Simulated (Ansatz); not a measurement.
Ansatz (a first-principles code) job for C2H4AlClO, SMILES C=[CH][Al]([OH])[Cl], r2SCAN-D4/def2-SVP. 

Ansatz 0.2 input:
```yaml
crystal:
  periodic: [false, false, false]
  atoms:
    - {symbol: Al, position_ang: [-0.22353230, -0.08838346, 0.00000000]}
    - {symbol: Cl, position_ang: [0.56862309, -1.96344184, -0.00000000]}
    - {symbol: C, position_ang: [0.94506739, 1.51032877, 0.00000000]}
    - {symbol: C, position_ang: [0.45230291, 2.74364626, -0.00000000]}
    - {symbol: H, position_ang: [2.02657695, 1.38909818, -0.00000000]}
    - {symbol: H, position_ang: [1.07648198, 3.62821204, 0.00000000]}
    - {symbol: H, position_ang: [-0.61246379, 2.92240947, -0.00000000]}
    - {symbol: O, position_ang: [-1.85593367, 0.10035624, 0.00000000]}
    - {symbol: H, position_ang: [-2.78802008, 0.26107639, -0.00000001]}
basis:
  gaussian:
    orbitals: def2-SVP
hamiltonian:
  xc: r2scan
  dispersion: d4
relax: {f_tol: 0.002, max_steps: 200}
```

It prints:

```
WARN ansatz: RAYON_NUM_THREADS=1 ignored (pool sized by the plan → 1); use --threads N
Functional definition: r2SCAN
integrals: 0.05 GiB planned
1079 factors; their error is unknown
mean field: 0.26 GiB planned
mean field evaluation 1: about -23284.5595 eV, gradient 7.1e1 eV
mean field evaluation 2: about -23257.9486 eV, gradient 1.3e2 eV
mean field evaluation 4: about -23295.4360 eV, gradient 8.0e0 eV
mean field evaluation 8: about -23295.5940 eV, gradient 2.8e-1 eV
mean field evaluation 16: about -23295.5381 eV, gradient 7.0e-5 eV
mean field -23295.53809594 eV, -856.0952347431 hartree, gradient 2.2e-5 eV, S^2 0.000000; 0 other end points of the search recorded, 0 dependent functions left out
the calculation of the forces begins
reference -23295.53810713 eV, -856.0952351541 hartree; 27, 27 occupied and 71, 71 virtual orbitals, 1079 factors
relax step   1: F+E_penalty+E_count = -23295.58543341 eV  Δ(F+E_penalty+E_count) = +0.000e0 eV  max|allowed force component| = 1.760e0 eV/Å  Δτ_max = 0.0000 Å  (30 SCF iters, accepted)
these checks for a lower state are left out or cut short: starts, cluster_reference, orbital_swaps, neighbouring_geometries, increment
integrals: 0.05 GiB planned
1079 factors; their error is unknown
mean field: 0.26 GiB planned
mean field -23295.62620176 eV, -856.0984725721 hartree, gradient 1.0e-5 eV, S^2 0.000000; 0 other end points of the search recorded, 0 dependent functions left out
the calculation of the forces begins
reference -23295.62621288 eV, -856.0984729808 hartree; 27, 27 occupied and 71, 71 virtual orbitals, 1079 factors
relax step   2: F+E_penalty+E_count = -23295.67330976 eV  Δ(F+E_penalty+E_count) = -8.788e-2 eV  max|allowed force component| = 5.311e-1 eV/Å  Δτ_max = 0.0581 Å  (32 SCF iters, accepted)
these checks for a lower state are left out or cut short: starts, cluster_reference, orbital_swaps, neighbouring_geometries, increment
integrals: 0.05 GiB planned
1079 factors; their error is unknown
mean field: 0.26 GiB planned
mean field evaluation 32: about -23295.6332 eV, gradient 1.2e-3 eV
mean field -23295.63317162 eV, -856.0987287097 hartree, gradient 8.2e-6 eV, S^2 0.000000; 0 other end points of the search recorded, 0 dependent functions left out
the calculation of the forces begins
reference -23295.63318273 eV, -856.0987291180 hartree; 27, 27 occupied and 71, 71 virtual orbitals, 1079 factors
relax step   3: F+E_penalty+E_count = -23295.68032736 eV  Δ(F+E_penalty+E_count) = -7.018e-3 eV  max|allowed force component| = 1.068e-1 eV/Å  Δτ_max = 0.0159 Å  (33 SCF iters, accepted)
these checks for a lower state are left out or cut short: starts, cluster_reference, orbital_swaps, neighbouring_geometries, increment
integrals: 0.05 GiB planned
1079 factors; their error is unknown
mean field: 0.26 GiB planned
mean field -23295.63375063 eV, -856.0987499881 hartree, gradient 9.1e-6 eV, S^2 0.000000; 0 other end points of the search recorded, 0 dependent functions left out
the calculation of the forces begins
reference -23295.63376175 eV, -856.0987503964 hartree; 27, 27 occupied and 71, 71 virtual orbitals, 1079 factors
relax step   4: F+E_penalty+E_count = -23295.68089669 eV  Δ(F+E_penalty+E_count) = -5.693e-4 eV  max|allowed force component| = 8.297e-2 eV/Å  Δτ_max = 0.0057 Å  (34 SCF iters, accepted)
these checks for a lower state are left out or cut short: starts, cluster_reference, orbital_swaps, neighbouring_geometries, increment
integrals: 0.05 GiB planned
1079 factors; their error is unknown
mean field: 0.26 GiB planned
mean field -23295.63557923 eV, -856.0988171877 hartree, gradient 8.7e-6 eV, S^2 0.000000; 0 other end points of the search recorded, 0 dependent functions left out
the calculation of the forces begins
reference -23295.63559034 eV, -856.0988175961 hartree; 27, 27 occupied and 71, 71 virtual orbitals, 1079 factors
relax step   5: F+E_penalty+E_count = -23295.68273034 eV  Δ(F+E_penalty+E_count) = -1.834e-3 eV  max|allowed force component| = 2.712e-1 eV/Å  Δτ_max = 0.0175 Å  (32 SCF iters, accepted)
these checks for a lower state are left out or cut short: starts, cluster_reference, orbital_swaps, neighbouring_geometries, increment
integrals: 0.05 GiB planned
1079 factors; their error is unknown
mean field: 0.26 GiB planned
mean field -23295.65720397 eV, -856.0996118821 hartree, gradient 9.0e-6 eV, S^2 0.000000; 0 other end points of the search recorded, 0 dependent functions left out
the calculation of the forces begins
reference -23295.65721510 eV, -856.0996122913 hartree; 27, 27 occupied and 71, 71 virtual orbitals, 1079 factors
relax step   6: F+E_penalty+E_count = -23295.70430977 eV  Δ(F+E_penalty+E_count) = -2.158e-2 eV  max|allowed force component| = 1.654e0 eV/Å  Δτ_max = 0.1953 Å  (37 SCF iters, accepted)
these checks for a lower state are left out or cut short: starts, cluster_reference, orbital_swaps, neighbouring_geometries, increment
integrals: 0.05 GiB planned
1079 factors; their error is unknown
mean field: 0.26 GiB planned
mean field evaluation 64: about -23295.7315 eV, gradient 7.0e-4 eV
mean field -23295.73145723 eV, -856.1023406393 hartree, gradient 1.2e-5 eV, S^2 0.000000; 0 other end points of the search recorded, 0 dependent functions left out
the calculation of the forces begins
reference -23295.73146822 eV, -856.1023410430 hartree; 27, 27 occupied and 71, 71 virtual orbitals, 1079 factors
relax step   7: F+E_penalty+E_count = -23295.77859361 eV  Δ(F+E_penalty+E_count) = -7.428e-2 eV  max|allowed force component| = 3.327e-1 eV/Å  Δτ_max = 0.1598 Å  (31 SCF iters, accepted)
these checks for a lower state are left out or cut short: starts, cluster_reference, orbital_swaps, neighbouring_geometries, increment
integrals: 0.05 GiB planned
1079 factors; their error is unknown
mean field: 0.26 GiB planned
mean field -23295.73846580 eV, -856.1025981995 hartree, gradient 1.3e-5 eV, S^2 0.000000; 0 other end points of the search recorded, 0 dependent functions left out
the calculation of the forces begins
reference -23295.73847675 eV, -856.1025986020 hartree; 27, 27 occupied and 71, 71 virtual orbitals, 1079 factors
relax step   8: F+E_penalty+E_count = -23295.78548268 eV  Δ(F+E_penalty+E_count) = -6.889e-3 eV  max|allowed force component| = 6.818e-1 eV/Å  Δτ_max = 0.1268 Å  (31 SCF iters, accepted)
these checks for a lower state are left out or cut short: starts, cluster_reference, orbital_swaps, neighbouring_geometries, increment
integrals: 0.05 GiB planned
1079 factors; their error is unknown
mean field: 0.26 GiB planned
mean field -23295.74475995 eV, -856.1028295053 hartree, gradient 1.1e-5 eV, S^2 0.000000; 0 other end points of the search recorded, 0 dependent functions left out
the calculation of the forces begins
reference -23295.74477092 eV, -856.1028299084 hartree; 27, 27 occupied and 71, 71 virtual orbitals, 1079 factors
relax step   9: F+E_penalty+E_count = -23295.79176292 eV  Δ(F+E_penalty+E_count) = -6.280e-3 eV  max|allowed force component| = 2.262e-1 eV/Å  Δτ_max = 0.0463 Å  (33 SCF iters, accepted)
these checks for a lower state are left out or cut short: starts, cluster_reference, orbital_swaps, neighbouring_geometries, increment
integrals: 0.05 GiB planned
1079 factors; their error is unknown
mean field: 0.26 GiB planned
mean field -23295.74445877 eV, -856.1028184370 hartree, gradient 8.9e-6 eV, S^2 0.000000; 0 other end points of the search recorded, 0 dependent functions left out
the calculation of the forces begins
reference -23295.74446974 eV, -856.1028188400 hartree; 27, 27 occupied and 71, 71 virtual orbitals, 1079 factors
relax step  10: F+E_penalty+E_count = -23295.79144567 eV  Δ(F+E_penalty+E_count) = +3.173e-4 eV  max|allowed force component| = 1.899e-1 eV/Å  Δτ_max = 0.0311 Å  (31 SCF iters, rejected (line search))
these checks for a lower state are left out or cut short: starts, cluster_reference, orbital_swaps, neighbouring_geometries, increment
integrals: 0.05 GiB planned
1079 factors; their error is unknown
mean field: 0.26 GiB planned
mean field evaluation 96: about -23295.7466 eV, gradient 1.1e-3 eV
mean field -23295.74656666 eV, -856.1028959007 hartree, gradient 9.3e-6 eV, S^2 0.000000; 0 other end points of the search recorded, 0 dependent functions left out
the calculation of the forces begins
reference -23295.74657763 eV, -856.1028963036 hartree; 27, 27 occupied and 71, 71 virtual orbitals, 1079 factors
relax step  11: F+E_penalty+E_count = -23295.79357127 eV  Δ(F+E_penalty+E_count) = -1.808e-3 eV  max|allowed force component| = 9.698e-2 eV/Å  Δτ_max = 0.0155 Å  (31 SCF iters, accepted)
these checks for a lower state are left out or cut short: starts, cluster_reference, orbital_swaps, neighbouring_geometries, increment
integrals: 0.05 GiB planned
1079 factors; their error is unknown
mean field: 0.26 GiB planned
mean field -23295.74436599 eV, -856.1028150274 hartree, gradient 9.7e-6 eV, S^2 0.000000; 0 other end points of the search recorded, 0 dependent functions left out
the calculation of the forces begins
reference -23295.74437695 eV, -856.1028154302 hartree; 27, 27 occupied and 71, 71 virtual orbitals, 1079 factors
relax step  12: F+E_penalty+E_count = -23295.79136821 eV  Δ(F+E_penalty+E_count) = +2.203e-3 eV  max|allowed force component| = 2.202e-1 eV/Å  Δτ_max = 0.0233 Å  (31 SCF iters, rejected (line search))
these checks for a lower state are left out or cut short: starts, cluster_reference, orbital_swaps, neighbouring_geometries, increment
integrals: 0.05 GiB planned
1079 factors; their error is unknown
mean field: 0.26 GiB planned
mean field -23295.74720407 eV, -856.1029193251 hartree, gradient 1.1e-5 eV, S^2 0.000000; 0 other end points of the search recorded, 0 dependent functions left out
the calculation of the forces begins
reference -23295.74721504 eV, -856.1029197281 hartree; 27, 27 occupied and 71, 71 virtual orbitals, 1079 factors
relax step  13: F+E_penalty+E_count = -23295.79420269 eV  Δ(F+E_penalty+E_count) = -6.314e-4 eV  max|allowed force component| = 8.418e-3 eV/Å  Δτ_max = 0.0116 Å  (31 SCF iters, accepted)
these checks for a lower state are left out or cut short: starts, cluster_reference, orbital_swaps, neighbouring_geometries, increment
integrals: 0.05 GiB planned
1079 factors; their error is unknown
mean field: 0.26 GiB planned
mean field -23295.74721272 eV, -856.1029196430 hartree, gradient 1.8e-5 eV, S^2 0.000000; 0 other end points of the search recorded, 0 dependent functions left out
the calculation of the forces begins
reference -23295.74722369 eV, -856.1029200460 hartree; 27, 27 occupied and 71, 71 virtual orbitals, 1079 factors
relax step  14: F+E_penalty+E_count = -23295.79421220 eV  Δ(F+E_penalty+E_count) = -9.507e-6 eV  max|allowed force component| = 3.680e-3 eV/Å  Δτ_max = 0.0012 Å  (22 SCF iters, accepted)
these checks for a lower state are left out or cut short: starts, cluster_reference, orbital_swaps, neighbouring_geometries, increment
integrals: 0.05 GiB planned
1079 factors; their error is unknown
mean field: 0.26 GiB planned
mean field -23295.74721397 eV, -856.1029196888 hartree, gradient 7.1e-5 eV, S^2 0.000000; 0 other end points of the search recorded, 0 dependent functions left out
the calculation of the forces begins
reference -23295.74722494 eV, -856.1029200918 hartree; 27, 27 occupied and 71, 71 virtual orbitals, 1079 factors
relax step  15: F+E_penalty+E_count = -23295.79421332 eV  Δ(F+E_penalty+E_count) = -1.121e-6 eV  max|allowed force component| = 1.801e-3 eV/Å  Δτ_max = 0.0005 Å  (20 SCF iters, accepted)
integrals: 0.05 GiB planned
1079 factors; their error is unknown
mean field: 0.26 GiB planned
mean field evaluation 128: about -23295.6166 eV, gradient 8.7e0 eV
mean field -23295.74721397 eV, -856.1029196888 hartree, gradient 7.1e-5 eV, S^2 0.000000; 1 other end points of the search recorded, 0 dependent functions left out
the calculation of the forces begins
reference -23295.74722494 eV, -856.1029200918 hartree; 27, 27 occupied and 71, 71 virtual orbitals, 1079 factors
Total energy: -23295.79422429 eV, -856.1046472861 hartree
Atom 0 at    -0.266321     0.026446    -0.000322 Å, force    -0.000204     0.000627    -0.000327 eV/Å
Atom 1 at     0.381153    -1.981505     0.003950 Å, force     0.000030    -0.000315    -0.000289 eV/Å
Atom 2 at     0.956428     1.513401    -0.001617 Å, force     0.000223     0.000727     0.000883 eV/Å
Atom 3 at     0.486778     2.775846     0.000936 Å, force     0.000100    -0.000649    -0.000466 eV/Å
Atom 4 at     2.048522     1.383488    -0.003563 Å, force    -0.000464     0.000185     0.000096 eV/Å
Atom 5 at     1.149707     3.652403     0.000958 Å, force     0.000204    -0.000180    -0.000081 eV/Å
Atom 6 at    -0.589272     2.993948     0.003098 Å, force     0.000137    -0.000133    -0.000156 eV/Å
Atom 7 at    -1.925180     0.383087    -0.002072 Å, force     0.001735     0.001540     0.000167 eV/Å
Atom 8 at    -2.652712    -0.243811    -0.001368 Å, force    -0.001762    -0.001801     0.000174 eV/Å
Dipole moment:    -0.144370     0.182851    -0.000176 e Å
```

The calculation finished and met its thresholds.

Cost: very roughly 50 core-seconds.
